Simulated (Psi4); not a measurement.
H₃O₄P, charge +1, doublet, geometry from GFN2-xTB (a state made from the parent by changing its charge; the spin is typed, not shown lowest), atoms displaced at random by about 0.08 Å a coordinate; B3LYP/STO-3G, gradient in Psi4.

The Psi4 input:
```
memory 2 GB

molecule {
1 2
O     0.71284224    0.00836629    1.51157768
P    -0.08227974   -0.04181235   -0.10958403
O     1.17232722   -0.01539796   -0.86623140
O    -0.75076363   -1.20085449   -0.30459063
O    -0.85796417    1.29864043   -0.24694323
H     1.03703068    0.69632718    1.81017169
H    -0.62444932   -1.97816009    0.02442792
H    -1.39492314    1.54569893   -1.12246099
symmetry c1
no_reorient
no_com
}

set {
  basis sto-3g
  reference uks
}

gradient('b3lyp')
print_variables()
```

Predict the main parts of the log of this Psi4 run.


```
gradient() will perform analytic gradient computation.

   => Loading Basis Set <=

    Name: STO-3G
    Role: ORBITAL
    Keyword: BASIS

         ---------------------------------------------------------
                                   SCF
               by Justin Turney, Rob Parrish, Andy Simmonett
                          and Daniel G. A. Smith
                              UKS Reference
         ---------------------------------------------------------

  ==> Geometry <==

    Molecular point group: c1
    Full point group: C1

    Geometry (in Angstrom), charge = 1, multiplicity = 2:

       Center              X                  Y                   Z               Mass
    ------------   -----------------  -----------------  -----------------  -----------------
         O            0.712842240000     0.008366290000     1.511577680000    15.994914619570
         P           -0.082279740000    -0.041812350000    -0.109584030000    30.973761998420
         O            1.172327220000    -0.015397960000    -0.866231400000    15.994914619570
         O           -0.750763630000    -1.200854490000    -0.304590630000    15.994914619570
         O           -0.857964170000     1.298640430000    -0.246943230000    15.994914619570
         H            1.037030680000     0.696327180000     1.810171690000     1.007825032230
         H           -0.624449320000    -1.978160090000     0.024427920000     1.007825032230
         H           -1.394923140000     1.545698930000    -1.122460990000     1.007825032230

  Running in c1 symmetry.

  Rotational constants: A =      0.16857  B =      0.15303  C =      0.13517 [cm^-1]
  Rotational constants: A =   5053.47678  B =   4587.64315  C =   4052.39387 [MHz]
  Nuclear repulsion =  285.325048770320336

  Charge       = 1
  Multiplicity = 2
  Electrons    = 49
  Nalpha       = 25
  Nbeta        = 24

  ==> Algorithm <==

  SCF Algorithm Type is DF.
  DIIS enabled.
  MOM disabled.
  Fractional occupation disabled.
  Guess Type is SAD.
  Energy threshold   = 1.00e-08
  Density threshold  = 1.00e-08
  Integral threshold = 1.00e-12

  ==> Primary Basis <==

  Basis Set: STO-3G
    Blend: STO-3G
    Number of shells: 20
    Number of basis functions: 32
    Number of Cartesian functions: 32
    Spherical Harmonics?: true
    Max angular momentum: 1

  ==> DFT Potential <==

   => LibXC <=

    Version 7.1.2
    S. Lehtola, C. Steigemann, M. J. T. Oliveira, and M. A. L. Marques,  SoftwareX 7, 1–5 (2018) (10.1016/j.softx.2017.11.002)

   => Composite Functional: B3LYP <=

    B3LYP Hyb-GGA Exchange-Correlation Functional

    P. J. Stephens, F. J. Devlin, C. F. Chabalowski, and M. J. Frisch,  J. Phys. Chem. 98, 11623 (1994) (10.1021/j100096a001)

    Deriv               =              1
    GGA                 =           TRUE
    Meta                =          FALSE

    Exchange Hybrid     =           TRUE
    MP2 Hybrid          =          FALSE

   => Exchange Functionals <=

    0.0800   Slater exchange
    0.7200         Becke 88

   => Exact (HF) Exchange <=

    0.2000               HF

   => Correlation Functionals <=

    0.1900   Vosko, Wilk & Nusair (VWN5_RPA)
    0.8100   Lee, Yang & Parr

   => LibXC Density Thresholds  <==

    XC_HYB_GGA_XC_B3LYP:  1.00E-15

   => Molecular Quadrature <=

    Radial Scheme          =       TREUTLER
    Pruning Scheme         =           NONE
    Nuclear Scheme         =       TREUTLER

    Blocking Scheme        =         OCTREE
    BS radius alpha        =              1
    Pruning alpha          =              1
    Radial Points          =             75
    Spherical Points       =            302
    Total Points           =         169742
    Total Blocks           =           1328
    Max Points             =            256
    Max Functions          =             30
    Weights Tolerance      =       1.00E-15

   => Loading Basis Set <=

    Name: (STO-3G AUX)
    Role: JKFIT
    Keyword: DF_BASIS_SCF

  ==> Integral Setup <==

  SCF_SUBTYPE=INCORE selected. In-core MEM_DF algorithm will be used.
  Using in-core AOs.

  ==> MemDFJK: Density-Fitted J/K Matrices <==

    J tasked:                   Yes
    K tasked:                   Yes
    wK tasked:                   No
    Algorithm:                 Core
    Schwarz Cutoff:           1E-12
    Mask sparsity (%):       1.9531
    Fitting Condition:        1E-10

   => Auxiliary Basis Set <=

  Basis Set: (STO-3G AUX)
    Blend: DEF2-UNIVERSAL-JKFIT
    Number of shells: 156
    Number of basis functions: 490
    Number of Cartesian functions: 587
    Spherical Harmonics?: true
    Max angular momentum: 4

  Minimum eigenvalue in the overlap matrix is 2.3554172688E-01.
  Reciprocal condition number of the overlap matrix is 1.1207768346E-01.
    Using symmetric orthogonalization.

  ==> Pre-Iterations <==

  SCF Guess: Superposition of Atomic Densities via on-the-fly atomic UHF (no occupation information).

   -------------------------
    Irrep   Nso     Nmo
   -------------------------
     A         32      32
   -------------------------
    Total      32      32
   -------------------------

  ==> Iterations <==

                           Total Energy        Delta E     RMS |[F,P]|

   @DF-UKS iter SAD:  -635.03135132619877   -6.35031e+02   0.00000e+00
   @DF-UKS iter   1:  -635.20396554367096   -1.72614e-01   1.54609e-02 ADIIS/DIIS
   @DF-UKS iter   2:  -635.18272249245240    2.12431e-02   1.82344e-02 ADIIS/DIIS
   @DF-UKS iter   3:  -635.31278141896769   -1.30059e-01   1.05245e-02 ADIIS/DIIS
   @DF-UKS iter   4:  -635.38544730598881   -7.26659e-02   4.14064e-03 ADIIS/DIIS
   @DF-UKS iter   5:  -635.39810878585547   -1.26615e-02   1.03721e-03 ADIIS/DIIS
   @DF-UKS iter   6:  -635.39910992905993   -1.00114e-03   3.32573e-04 ADIIS/DIIS
   @DF-UKS iter   7:  -635.39932865760102   -2.18729e-04   1.44406e-04 ADIIS/DIIS
   @DF-UKS iter   8:  -635.39938137637273   -5.27188e-05   8.25897e-05 DIIS
[...]
  @DF-UKS Final Energy:  -635.39951445113729
[...]
    Empirical Dispersion Energy =           0.0000000000000000
    VV10 Nonlocal Energy =                  0.0000000000000000
    Total Energy =                       -635.3995144511372928

  UHF NO Occupations:
  HONO-2 :   23  A 1.9998079
  HONO-1 :   24  A 1.9920435
  HONO-0 :   25  A 1.0000000
  LUNO+0 :   26  A 0.0079565
  LUNO+1 :   27  A 0.0001921
  LUNO+2 :   28  A 0.0001278
  LUNO+3 :   29  A 0.0000430

Computation Completed

Properties will be evaluated at   0.000000,   0.000000,   0.000000 [a0]

Properties computed using the SCF density matrix

 Multipole Moments:

 ------------------------------------------------------------------------------------
     Multipole            Electronic (a.u.)      Nuclear  (a.u.)        Total (a.u.)
 ------------------------------------------------------------------------------------

 L = 1.  Multiply by 2.5417464519 to convert [e a0] to [Debye]
 Dipole X            :         -0.6480195           -0.0094573           -0.6574769
 Dipole Y            :         -0.7976246            0.6854319           -0.1121927
 Dipole Z            :          0.3277607           -0.3422719           -0.0145112
 Magnitude           :                                                    0.6671384

 ------------------------------------------------------------------------------------

         ------------------------------------------------------------
                                   SCF GRAD
                          Rob Parrish, Justin Turney,
                       Andy Simmonett, and Alex Sokolov
         ------------------------------------------------------------

  ==> Geometry <==

    Molecular point group: c1
    Full point group: C1

    Geometry (in Angstrom), charge = 1, multiplicity = 2:

       Center              X                  Y                   Z               Mass
    ------------   -----------------  -----------------  -----------------  -----------------
         O            0.712842240000     0.008366290000     1.511577680000    15.994914619570
         P           -0.082279740000    -0.041812350000    -0.109584030000    30.973761998420
         O            1.172327220000    -0.015397960000    -0.866231400000    15.994914619570
         O           -0.750763630000    -1.200854490000    -0.304590630000    15.994914619570
         O           -0.857964170000     1.298640430000    -0.246943230000    15.994914619570
         H            1.037030680000     0.696327180000     1.810171690000     1.007825032230
         H           -0.624449320000    -1.978160090000     0.024427920000     1.007825032230
         H           -1.394923140000     1.545698930000    -1.122460990000     1.007825032230

  Nuclear repulsion =  285.325048770320336

  ==> Basis Set <==

  Basis Set: STO-3G
    Blend: STO-3G
    Number of shells: 20
    Number of basis functions: 32
    Number of Cartesian functions: 32
    Spherical Harmonics?: true
    Max angular momentum: 1

  ==> DFJKGrad: Density-Fitted SCF Gradients <==

    Gradient:                    1
    J tasked:                  Yes
    K tasked:                  Yes
    wK tasked:                  No
    Integrals threads:           1
    Schwarz Cutoff:          1E-12
    Fitting Condition:       1E-10

   => Auxiliary Basis Set <=

  Basis Set: (STO-3G AUX)
    Blend: DEF2-UNIVERSAL-JKFIT
    Number of shells: 156
    Number of basis functions: 490
    Number of Cartesian functions: 587
    Spherical Harmonics?: true
    Max angular momentum: 4

  ==> DFT Potential <==

   => LibXC <=

    Version 7.1.2
    S. Lehtola, C. Steigemann, M. J. T. Oliveira, and M. A. L. Marques,  SoftwareX 7, 1–5 (2018) (10.1016/j.softx.2017.11.002)

   => Composite Functional: B3LYP <=

    B3LYP Hyb-GGA Exchange-Correlation Functional

    P. J. Stephens, F. J. Devlin, C. F. Chabalowski, and M. J. Frisch,  J. Phys. Chem. 98, 11623 (1994) (10.1021/j100096a001)

    Deriv               =              1
    GGA                 =           TRUE
    Meta                =          FALSE

    Exchange Hybrid     =           TRUE
    MP2 Hybrid          =          FALSE

   => Exchange Functionals <=

    0.0800   Slater exchange
    0.7200         Becke 88

   => Exact (HF) Exchange <=

    0.2000               HF

   => Correlation Functionals <=

    0.1900   Vosko, Wilk & Nusair (VWN5_RPA)
    0.8100   Lee, Yang & Parr

   => LibXC Density Thresholds  <==

    XC_HYB_GGA_XC_B3LYP:  1.00E-15

   => Molecular Quadrature <=

    Radial Scheme          =       TREUTLER
    Pruning Scheme         =           NONE
    Nuclear Scheme         =       TREUTLER

    Blocking Scheme        =         OCTREE
    BS radius alpha        =              1
    Pruning alpha          =              1
    Radial Points          =             75
    Spherical Points       =            302
    Total Points           =         169742
    Total Blocks           =           1328
    Max Points             =            256
    Max Functions          =             30
    Weights Tolerance      =       1.00E-15

  -Total Gradient:
     Atom            X                  Y                   Z
    ------   -----------------  -----------------  -----------------
       1        0.177938577149     0.354003145298     0.163205715081
       2       -0.091317417629    -0.273669705819    -0.167451944804
       3       -0.197497922823    -0.008782335625     0.106610606142
       4        0.223904739024     0.110997350116     0.110418564862
       5        0.072868680099    -0.085224595619     0.018907310675
       6       -0.145982163818    -0.338117690218    -0.120804582772
       7       -0.019139659255     0.221146452000    -0.081649506968
       8       -0.020700633986     0.019704912237    -0.029235188121

  Variable Map:
  ----------------------------------------------------------------------------
[...]
  Array Variable Map:
  ----------------------------------------------------------------------------
[...]
[...]
```
